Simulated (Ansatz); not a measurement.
A nudged elastic band was laid between two geometries of CH7GeNSe (11 atoms, charge 0, multiplicity 1).

These are results of Ansatz, RKS PBE-D4/def2-SVP, not measurements.

```json
{
 "movable images": "7",
 "climbing image": "yes",
 "spring": "5.0 eV/Å²",
 "optimiser": "quadratic models (default)",
 "start path": "IDPP",
 "force threshold": "0.03 eV/Å",
 "iteration limit": "60",
 "end points": "relaxed"
}
```

First end point:

```xyz
11
Properties=species:S:1:pos:R:3
N -1.353 0.439 0.039
C -0.010 0.794 -0.405
Ge 1.324 -0.561 0.244
Se 0.048 -2.543 0.198
H -2.082 0.901 -0.518
H -1.510 0.693 1.022
H 0.028 0.741 -1.512
H 0.334 1.814 -0.112
H 1.819 -0.194 1.678
H 2.558 -0.608 -0.700
H -1.090 -1.531 0.087
```

Last end point:

```xyz
11
Properties=species:S:1:pos:R:3
N -1.233 1.157 -0.256
C 0.168 1.008 -0.614
Ge 1.063 -0.579 0.221
Se -0.400 -2.447 -0.139
H -1.735 0.278 -0.453
H -1.334 1.320 0.754
H 0.268 0.904 -1.715
H 0.736 1.920 -0.332
H 1.171 -0.401 1.764
H 2.448 -0.981 -0.370
H -1.087 -2.236 1.160
```

Which bonds break or form, and what moves?

No bond is made or broken. The height of N1 over the plane of its neighbours goes from -0.36 to 0.39 Å.

Give the energies along the band, and the barrier.

The run converged. The highest image is number 4 of 0 to 8, 16.7 kJ/mol above the first end and 13.3 kJ/mol above the last; the last end lies 3.5 kJ/mol above the first. A vibrational analysis at the climbing image gives one clearly imaginary mode, 543i cm⁻¹: a first-order saddle point.

```json
{"image": "0", "path coordinate (Å)": "0.00", "energy (kJ/mol)": "0.0", "height of N1 over the plane of its neighbours (Å)": "-0.36"}
{"image": "1", "path coordinate (Å)": "0.24", "energy (kJ/mol)": "0.2", "height of N1 over the plane of its neighbours (Å)": "-0.36"}
{"image": "2", "path coordinate (Å)": "0.48", "energy (kJ/mol)": "1.6", "height of N1 over the plane of its neighbours (Å)": "-0.34"}
{"image": "3", "path coordinate (Å)": "0.72", "energy (kJ/mol)": "8.8", "height of N1 over the plane of its neighbours (Å)": "-0.20"}
{"image": "4", "path coordinate (Å)": "0.96", "energy (kJ/mol)": "16.7", "height of N1 over the plane of its neighbours (Å)": "0.04"}
{"image": "5", "path coordinate (Å)": "1.46", "energy (kJ/mol)": "7.0", "height of N1 over the plane of its neighbours (Å)": "0.34"}
{"image": "6", "path coordinate (Å)": "1.96", "energy (kJ/mol)": "5.0", "height of N1 over the plane of its neighbours (Å)": "0.37"}
{"image": "7", "path coordinate (Å)": "2.46", "energy (kJ/mol)": "3.8", "height of N1 over the plane of its neighbours (Å)": "0.39"}
{"image": "8", "path coordinate (Å)": "2.96", "energy (kJ/mol)": "3.5", "height of N1 over the plane of its neighbours (Å)": "0.39"}
```

What is the geometry of the highest image?


```xyz
11
Properties=species:S:1:pos:R:3:forces:R:3
N -1.291 0.789 -0.074 0.00 0.00 0.00
C 0.097 0.872 -0.405 0.00 0.00 0.00
Ge 1.265 -0.645 0.277 0.00 0.00 0.00
Se -0.213 -2.494 0.347 0.00 0.00 0.00
H -1.980 0.507 -0.763 0.00 0.00 0.00
H -1.615 0.915 0.881 0.00 0.00 0.00
H 0.214 0.873 -1.507 0.00 0.00 0.00
H 0.561 1.817 -0.041 0.00 0.00 0.00
H 1.830 -0.321 1.696 0.00 0.00 0.00
H 2.472 -0.943 -0.661 0.00 0.00 0.00
H -1.275 -1.428 0.272 0.00 0.00 0.00
```

What are the harmonic wavenumbers there?

543i, 47, 143, 221, 280, 304, 406, 463, 517, 574, 622, 723, 755, 852, 985, 1130, 1195, 1282, 1389, 1543, 2023, 2046, 2174, 2949, 3052, 3561, 3686 cm⁻¹.

The run took 4.9 min on 2 threads of Intel(R) Xeon(R) Platinum 8375C CPU @ 2.90GHz (Ice Lake) (shared host), peak memory 0.21 GiB.
